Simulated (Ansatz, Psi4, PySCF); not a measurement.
boron oxyfluoride (BFO), singlet, at a GFN2-xTB geometry. Base run: PySCF with BHANDHLYP/6-31G**.

Geometry (Å):
```xyz
3

F      0.0000     0.0000    -1.1893
B      0.0000     0.0000     0.0925
O      0.0000     0.0000     1.2801
```
All else is at PySCF's defaults.

The same geometry, method and basis name were run in Ansatz (a program for electronic structure) and Psi4 and PySCF, at each program's defaults and at the settings that a row names. The base is PySCF at its defaults. Differences at the defaults can come from grids, fitting, cores and function types together.

```csv
code and settings,ΔE vs base (µEh),basis functions,E (Eh),SCF cycles,dipole (D)
"PySCF, defaults (exact integrals, its default grid, spherical functions)",0.0,42,-199.91224,9,2.08
"Psi4, defaults (density fitting with its default set, its default grid, Cartesian functions)",-2246,45,-199.91448,8,2.08
"Ansatz, defaults (factorised integrals, its default grid, Cartesian functions)",-2389,45,-199.91463,-,-
"PySCF, density fitting with def2-universal-jkfit",28.0,42,-199.91221,9,2.08
"PySCF, fine grid",0.6,42,-199.91224,9,2.08
"Psi4, exact integrals, spherical functions, fine grid",0.6,42,-199.91224,10,2.08
"Ansatz, high accuracy, Cartesian functions as the basis file defines them",-2398,45,-199.91464,-,-
```
